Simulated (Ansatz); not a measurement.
```yaml
crystal:
  periodic: [false, false, false]
  atoms:
    - {symbol: C, position_ang: [0.938463, -1.080206, -2.169094]}
    - {symbol: C, position_ang: [0.442669, -1.208076, -0.732032]}
    - {symbol: C, position_ang: [-0.298926, -2.524278, -0.519159]}
    - {symbol: C, position_ang: [-0.506411, -0.055131, -0.432968]}
    - {symbol: O, position_ang: [-1.512208, 0.062781, -1.091340]}
    - {symbol: C, position_ang: [-0.222203, 0.965094, 0.682251]}
    - {symbol: C, position_ang: [-1.410749, 0.914804, 1.645436]}
    - {symbol: C, position_ang: [1.068703, 0.712280, 1.449647]}
    - {symbol: C, position_ang: [-0.164015, 2.343410, 0.018734]}
    - {symbol: H, position_ang: [1.504785, -0.157745, -2.320685]}
    - {symbol: H, position_ang: [0.091658, -1.075046, -2.857873]}
    - {symbol: H, position_ang: [1.589325, -1.920657, -2.421473]}
    - {symbol: H, position_ang: [1.299358, -1.172992, -0.058525]}
    - {symbol: H, position_ang: [0.349010, -3.368448, -0.766582]}
    - {symbol: H, position_ang: [-1.182761, -2.563160, -1.158605]}
    - {symbol: H, position_ang: [-0.624674, -2.641756, 0.517549]}
    - {symbol: H, position_ang: [-1.474561, -0.054241, 2.148250]}
    - {symbol: H, position_ang: [-2.344294, 1.084295, 1.108343]}
    - {symbol: H, position_ang: [-1.300256, 1.685086, 2.413353]}
    - {symbol: H, position_ang: [1.188414, 1.479062, 2.219614]}
    - {symbol: H, position_ang: [1.064481, -0.257789, 1.953081]}
    - {symbol: H, position_ang: [1.948007, 0.759931, 0.802378]}
    - {symbol: H, position_ang: [-1.079339, 2.535842, -0.541569]}
    - {symbol: H, position_ang: [0.682521, 2.418413, -0.669535]}
    - {symbol: H, position_ang: [-0.046986, 3.118540, 0.780794]}
basis:
  gaussian: {orbitals: x2c-TZVPPall}
total_charge: -2
hamiltonian: {xc: {name: wB97X}}
output: {forces: true}
```

```sh
$ ansatz run in.yaml --threads 4 --pin off --events-out ev --progress --plain --max-ram 41984MiB --backend cuda --devices 0, --max-vram 37GiB
```

It prints (some lines left out):

```
Functional definition: wB97X
2535 factors; their error is unknown
671 factors; integrals over basis functions are off by at most 6.7e-6 eV
mean field evaluation 1: about -10596.3522 eV, gradient 5.1e1 eV
mean field evaluation 2: about -10598.0569 eV, gradient 5.0e1 eV
mean field evaluation 4: about -10602.5845 eV, gradient 4.7e0 eV
mean field evaluation 8: about -10602.6439 eV, gradient 3.3e-1 eV
mean field evaluation 16: about -10602.7359 eV, gradient 4.7e-1 eV
mean field evaluation 32: about -10602.6815 eV, gradient 1.3e-2 eV
mean field -10602.68688925 eV, -389.6415564207 hartree, gradient 1.8e-5 eV, S^2 0.000000; 2 other end points of the search recorded, 0 dependent functions left out
reference -10602.68684375 eV, -389.6415547486 hartree; 37, 37 occupied and 466, 466 virtual orbitals, 2535 factors
Total energy: -10602.68684375 eV, -389.6415547486 hartree
Relativity: scalar
Atom 0 at     0.938463    -1.080206    -2.169094 Å, force    -0.091781    -0.454885    -0.224083 eV/Å
Atom 1 at     0.442669    -1.208076    -0.732032 Å, force    -0.408448     0.573156    -0.036285 eV/Å
Atom 2 at    -0.298926    -2.524278    -0.519159 Å, force    -0.046531     0.179848    -0.194466 eV/Å
Atom 3 at    -0.506411    -0.055131    -0.432968 Å, force     2.001521    -1.239805     2.768456 eV/Å
Atom 4 at    -1.512208     0.062781    -1.091340 Å, force    -2.439633     0.764516    -2.281366 eV/Å
Atom 5 at    -0.222203     0.965094     0.682251 Å, force     0.039631    -0.318619    -0.460046 eV/Å
Atom 6 at    -1.410749     0.914804     1.645436 Å, force    -0.112740     0.029358    -0.078541 eV/Å
Atom 7 at     1.068703     0.712280     1.449647 Å, force    -0.193211     0.141847    -0.067510 eV/Å
Atom 8 at    -0.164015     2.343410     0.018734 Å, force     0.022717     0.249832     0.397257 eV/Å
Atom 9 at     1.504785    -0.157745    -2.320685 Å, force     0.279457     0.334490     0.026027 eV/Å
Atom 10 at     0.091658    -1.075046    -2.857873 Å, force    -0.059667     0.021265    -0.072675 eV/Å
Atom 11 at     1.589325    -1.920657    -2.421473 Å, force     0.073860    -0.011310    -0.111007 eV/Å
Atom 12 at     1.299358    -1.172992    -0.058525 Å, force     0.126196    -0.151189     0.003973 eV/Å
Atom 13 at     0.349010    -3.368448    -0.766582 Å, force     0.462227    -0.532681    -0.138754 eV/Å
Atom 14 at    -1.182761    -2.563160    -1.158605 Å, force    -0.105725    -0.068461    -0.084167 eV/Å
Atom 15 at    -0.624674    -2.641756     0.517549 Å, force     0.037790     0.051397     0.287743 eV/Å
Atom 16 at    -1.474561    -0.054241     2.148250 Å, force     0.060206    -0.155712     0.079045 eV/Å
Atom 17 at    -2.344294     1.084295     1.108343 Å, force    -0.187125     0.077989    -0.086520 eV/Å
Atom 18 at    -1.300256     1.685086     2.413353 Å, force     0.059021     0.456260     0.463000 eV/Å
Atom 19 at     1.188414     1.479062     2.219614 Å, force     0.045090     0.194189     0.209347 eV/Å
Atom 20 at     1.064481    -0.257789     1.953081 Å, force    -0.007095    -0.291155     0.162486 eV/Å
Atom 21 at     1.948007     0.759931     0.802378 Å, force     0.359383     0.042380    -0.132808 eV/Å
Atom 22 at    -1.079339     2.535842    -0.541569 Å, force    -0.246734    -0.048576    -0.151625 eV/Å
Atom 23 at     0.682521     2.418413    -0.669535 Å, force     0.304836     0.042295    -0.163457 eV/Å
Atom 24 at    -0.046986     3.118540     0.780794 Å, force     0.026756     0.113573    -0.114025 eV/Å
Dipole moment:    -0.003576     0.385730    -0.592326 e Å
```

(1) Something in this input is off. What?

Results:

(1) The charge is far from anything that the molecule holds. The run converged. The result belongs to that input, not to the molecule as meant.
